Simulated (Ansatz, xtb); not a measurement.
## Relative energy of two isomers of C2H4FIn

Structure a is `FC[CH2][In]`, a singlet and structure b is `C=[CH][InH][F]`, a singlet. Both are isolated molecules in the gas phase, relaxed with B3LYP-D3(BJ)/def2-SVP; the shapes shown needn't be the lowest conformers.

a (Å):

```yaml
atoms:
  - { symbol: C, position_ang: [-0.0321, 2.0749, 1.6578] }
  - { symbol: C, position_ang: [0.7951, 1.1817, 2.5227] }
  - { symbol: F, position_ang: [-0.3810, 1.3907, 0.4221] }
  - { symbol: In, position_ang: [0.9532, -0.7839, 1.2224] }
  - { symbol: H, position_ang: [-1.0041, 2.3544, 2.0938] }
  - { symbol: H, position_ang: [0.4853, 2.9876, 1.3225] }
  - { symbol: H, position_ang: [0.3195, 0.9435, 3.4874] }
  - { symbol: H, position_ang: [1.8067, 1.5732, 2.7154] }
```

b (Å):

```yaml
atoms:
  - { symbol: C, position_ang: [-0.2788, 2.9153, -0.0353] }
  - { symbol: C, position_ang: [0.9479, 2.3767, -0.0632] }
  - { symbol: F, position_ang: [3.2577, -0.1155, 0.1812] }
  - { symbol: In, position_ang: [1.3250, 0.3014, 0.3115] }
  - { symbol: H, position_ang: [-1.1800, 2.3299, 0.1821] }
  - { symbol: H, position_ang: [-0.4479, 3.9825, -0.2307] }
  - { symbol: H, position_ang: [1.8081, 3.0190, -0.2875] }
  - { symbol: H, position_ang: [0.3935, -1.0945, 0.6947] }
```

Energies in hartree; the thermal terms are from B3LYP-D3(BJ)/def2-SVP harmonic frequencies (ideal gas, rigid rotor, one conformer each, 298.15 K, 1 atm) and include the zero-point energy:

```
                              a           b
E, CCSD(T)/def2-SVP  −367.151218  −367.143372
    E, MP2/def2-SVP  −367.095250  −367.091931
  E, MP2/def2-TZVPP  −367.644233  −367.639098
  zero-point energy     0.055242     0.048742
       H(298 K) − E     0.061599     0.055895
       G(298 K) − E     0.024528     0.017461
```

Task: Correct the CCSD(T) difference for the basis set by the MP2 change, then work out ΔE, ΔE₀, ΔH and ΔG for a → b in kJ/mol (1 Eh = 2625.50 kJ/mol) and the equilibrium ratio [b]/[a].

Result: 1. Differences b − a: CCSD(T) +0.007846, MP2 in the small set +0.003319, MP2 in the large set +0.005135 Eh.
2. ΔE = +0.007846 + (+0.005135 − (+0.003319)) = +0.009662 Eh = +25.37 kJ/mol.
3. ΔE₀ = ΔE + ΔZPE = +0.009662 + (−0.006500) Eh = +8.30 kJ/mol.
4. ΔH = ΔE + (−0.005704) Eh = +10.39 kJ/mol.
5. ΔG = ΔE + (−0.007067) Eh = +6.81 kJ/mol, so ΔS = (ΔH − ΔG)/T = +12.0 J/(mol K).
6. kT = 0.9442 mEh, so K = [b]/[a] = exp(−ΔG/kT) = exp(−2.75) ≈ 0.064.

Structure a is favoured at this temperature. An error of 4 kJ/mol in ΔG would change K by a factor of 5. Mirror images and further conformers aren't counted.

As drawn, b has 1 C=C, 1 F–In, 1 In–H in place of 1 C–F, 1 C–C, 1 C–H.

Other levels gave ΔE = +100.0 (GFN2-xTB); +14.5 (HF/STO-3G, GFN2-xTB geometries); +42.5 (r2SCAN-D4/def2-SVP, GFN2-xTB geometries); +55.4 (B3LYP-D3(BJ)/def2-SVP); +24.0 (HF/def2-SVP); +8.7 (MP2/def2-SVP); +20.6 (CCSD(T)/def2-SVP) kJ/mol. The correlated steps freeze 7 core orbitals; the filled d shell of In is correlated, in a basis made for valence electrons. Atoms past krypton carry core potentials in the def2 sets, without spin–orbit terms. Programs: Ansatz 0.2.0, xtb 6.7.1.
